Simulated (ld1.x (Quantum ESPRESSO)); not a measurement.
## Which change was made? (Re, TM)

Re (Z = 75), norm-conserving Troullier–Martins (Kleinman–Bylander form), made with ld1.x (Quantum ESPRESSO) 7.5 (BP86, scalar-relativistic). Core [Kr] 4d10 4f14 5s2, reference 5p6 5d5 6s0 6p0 (charge +2). Waves: 6s (bound, empty): rc 1.20 bohr; 5p (bound): rc 1.15 bohr; 5d (bound): rc 1.65 bohr. Local part: all-electron potential smoothed inside 1.35 bohr (lloc = -1). Core correction: none.

Cutoffs, loose and tight: the cutoffs (Ry, on a coarse ladder) from which the occupation-weighted sum of valence levels, in a spherical-Bessel basis at the reference potential, stays within 10 and 1 mRy of its value at 400 Ry. They do not see the model core or the augmentation charge, which bear on the density cutoff. Test errors are all-electron minus pseudo excitation energies from the reference, over the configurations 5p6 5d5 6s2 6p0; 5p6 5d5 6s1 6p0; 5p6 5d4 6s0 6p0; 5p5 5d5 6s2 6p0; 5p6 5d5 6s0 6p2; 5p6 5d5 6s0 6p1; 5p6 5d3 6s0 6p0; variants that change the core or the reference have their own tests. The largest error is taken over the tests solved by every variant that gives reliable tests at all, those not shown here included: 5p6 5d3 6s0 6p0; 5p6 5d4 6s0 6p0; 5p6 5d5 6s0 6p1; 5p6 5d5 6s0 6p2.

The base gives: outcome: generated; cutoff, loose: 110 Ry; cutoff, tight: 160 Ry; bound ghosts: s; largest test error (meV): +60.

(1) After one change the result is: outcome: generated; cutoff, loose: 160 Ry; cutoff, tight: 300 Ry; bound ghosts: s; largest test error (meV): +117. Which change was it?
A. all radii scaled by about 0.88 (s 1.06, p 1.00, d 1.44 bohr); local potential all-electron potential smoothed inside 1.18 bohr (lloc = -1)
B. all radii scaled by about 0.77 (s 0.92, p 0.88, d 1.26 bohr); local potential all-electron potential smoothed inside 1.04 bohr (lloc = -1)
C. all radii scaled by about 1.30 (s 1.56, p 1.50, d 2.14 bohr); local potential all-electron potential smoothed inside 1.76 bohr (lloc = -1)

Results:

(1) A. The others give: all radii scaled by about 0.77 (s 0.92, p 0.88, d 1.26 bohr); local potential all-electron potential smoothed inside 1.04 bohr (lloc = -1) → outcome: generated; cutoff, loose: 300 Ry; cutoff, tight: over 300 Ry; bound ghosts: s; largest test error (meV): +303 | all radii scaled by about 1.30 (s 1.56, p 1.50, d 2.14 bohr); local potential all-electron potential smoothed inside 1.76 bohr (lloc = -1) → outcome: generated; cutoff, loose: 60 Ry; cutoff, tight: 100 Ry; bound ghosts: s; largest test error (meV): -330.
